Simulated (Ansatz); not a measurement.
SiHMe2(SiH3) (C₂H₁₀Si₂), relaxed as a singlet with RKS PBE-D4/def2-SVP in Ansatz, starting from the GFN2-xTB geometry. Force threshold 0.02 eV/Å.

Start:

```
atom    x (Å)    y (Å)    z (Å)
 Si1   0.3977  -0.3878   0.1165
  H2   1.5039  -1.3610   0.2429
  C3   0.5795   0.8427   1.5616
  H4   1.5059   1.4044   1.4841
  H5   0.5837   0.3364   2.5231
  H6  -0.2365   1.5606   1.5747
  C7  -1.2223  -1.3563   0.3866
  H8  -1.3596  -2.1128  -0.3807
  H9  -2.0866  -0.6979   0.3527
 H10  -1.2344  -1.8610   1.3487
Si11   0.3919   0.7073  -1.9266
 H12   1.6743   1.3543  -2.2214
 H13  -0.6198   1.7671  -2.0122
 H14   0.1223  -0.1960  -3.0498
```

| step | energy (eV) | largest force component (eV/Å) | SCF passes |
| --- | --- | --- | --- |
| 1 | -17974.5796 | 0.920 | 18 |
| 2 | -17974.7195 | 0.279 | 18 |
| 3 | -17974.7327 | 0.062 | 18 |
| 4 | -17974.7339 | 0.017 | 18 |

Force components are those of the run's own axes.

End:

| atom | x (Å) | y (Å) | z (Å) |
| --- | --- | --- | --- |
| Si1 | 0.376 | -0.400 | 0.165 |
| H2 | 1.534 | -1.370 | 0.188 |
| C3 | 0.597 | 0.864 | 1.562 |
| H4 | 1.554 | 1.415 | 1.457 |
| H5 | 0.600 | 0.358 | 2.550 |
| H6 | -0.228 | 1.605 | 1.558 |
| C7 | -1.243 | -1.363 | 0.373 |
| H8 | -1.362 | -2.122 | -0.427 |
| H9 | -2.118 | -0.682 | 0.331 |
| H10 | -1.263 | -1.889 | 1.350 |
| Si11 | 0.392 | 0.702 | -1.919 |
| H12 | 1.709 | 1.391 | -2.173 |
| H13 | -0.691 | 1.752 | -1.961 |
| H14 | 0.143 | -0.259 | -3.054 |

By distances, no bond broke or formed. The bond that changes most is Si11–H13, from 1.47 to 1.51 Å (atoms count from 1).

No frequencies were taken in this run, so the end may be a saddle point.

Run time 10 s (4 threads of Intel Xeon on a shared host).
